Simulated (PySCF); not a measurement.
## Potassium: a sound run and one with changed settings

Sound run: K [Ar] 4s1, K⁺ [Ar]. All numbers are calculated (PySCF 2.14, scalar relativity by spin-free X2C-1e, in cc-pVDZ-X2C). The sound run starts from symmetry-adapted Hartree-Fock orbitals and uses a fine grid where one is needed.

Changed run: initial guess atom, at most 50 SCF cycles.

| species | method | sound run (hartree) | changed run (hartree) | converged |
| --- | --- | --- | --- | --- |
| K | UHF | -601.45698 | -601.45698 | yes |
| K | B3LYP | -602.24075 | -602.24075 | yes |
| K | r2SCAN | -602.18356 | -602.18356 | yes |
| K⁺ | UHF | -601.30928 | -601.30928 | yes |
| K⁺ | B3LYP | -602.07550 | -602.07550 | yes |
| K⁺ | r2SCAN | -602.02764 | -602.02764 | yes |

Here the plain start reaches the same solutions.
